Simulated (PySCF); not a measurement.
**Ga: excitation energy**

Ga [Ar] 3d10 4s2 4p1 (2P) → Ga [Ar] 3d10 4s2 5s1 (2S), as a difference of total energies. All numbers are calculated (PySCF 2.14, the non-relativistic Hamiltonian (point nucleus), in dyall-av2z). Correlated levels: valence: [Ar] 3d10 frozen; virtual orbitals above 40 to 60 times the deepest correlated orbital energy dropped. The calculations carry no spin-orbit coupling.

```json
{"method": "UHF", "excitation energy (eV)": "2.987", "difference from reference (eV)": "-0.018"}
{"method": "MP2 (valence)", "excitation energy (eV)": "2.995", "difference from reference (eV)": "-0.010"}
{"method": "SCS-MP2 (valence)", "excitation energy (eV)": "2.991", "difference from reference (eV)": "-0.014"}
{"method": "CCSD (valence)", "excitation energy (eV)": "3.040", "difference from reference (eV)": "+0.035"}
{"method": "CCSD(T) (valence)", "excitation energy (eV)": "3.042", "difference from reference (eV)": "+0.037"}
```

Reference: 3.005 eV (measured; NIST levels, between the centres of gravity of the two terms).

These non-relativistic numbers lack the scalar-relativistic shift.

Errors of the correlated levels include the incompleteness of this basis and the frozen core.
